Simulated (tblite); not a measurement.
Compound: C8H6NO (doublet state).
Structure used (GFN2-xTB), in Å, numbered top down from 1:
```xyz
16
C8H6NO angstrom
C     -2.110   -0.353   -0.208
C     -0.629   -0.248   -0.172
C      0.192   -1.138   -0.877
C      1.554   -1.041   -0.844
C      2.229   -0.010   -0.075
O      3.460    0.087   -0.036
C      1.360    0.900    0.646
C     -0.006    0.773    0.590
C     -0.819    1.685    1.311
N     -1.480    2.419    1.891
H     -2.432   -1.183   -0.830
H     -2.547    0.571   -0.590
H     -2.505   -0.487    0.801
H     -0.277   -1.919   -1.460
H      2.179   -1.731   -1.390
H      1.822    1.682    1.231
```

Computed geometry: GFN2-xTB, gas phase. This method treats the open shell by occupation alone, without spin polarisation.

Take the most abundant isotopes and a rigid rotor. 

Question: Give the principal moments of inertia and the rotational constants in cm⁻¹.

Answer: Ia = 214.48, Ib = 456.96, Ic = 668.36 u·Å²; 505379 MHz·u·Å²/I gives 2356, 1106 and 756.2 MHz, that is A = 0.07860, B = 0.03689, C = 0.02522 cm⁻¹.

Question: Classify the top.

Answer: An asymmetric top; Ray's κ = -0.563.

Question: What does the inertial defect say?

Answer: Not planar: Δ = Ic − Ia − Ib = -3.08 u·Å². For a rigid frame Δ = −2 Σ m c², so Σ m c² = 1.54 u·Å² lies off the ab plane, practically all of it from hydrogen. The atom farthest from that plane is 0.87 Å away.

Question: Estimate the classical rotational partition function at 25 K, 100 K and 200 K.

Answer: Point group Cs, symmetry number σ = 1; q = (√π/σ)·√((kT/h)³/(ABC)), k/h = 20836.6 MHz/K: 15000 at 25 K, 120000 at 100 K, 340000 at 200 K.

For this open shell read J as N, the rotation without spin; fine and hyperfine splittings come on top. Its GFN2-xTB frequencies are all real (lowest 43 cm⁻¹). Zero-point vibration and centrifugal distortion are left out.
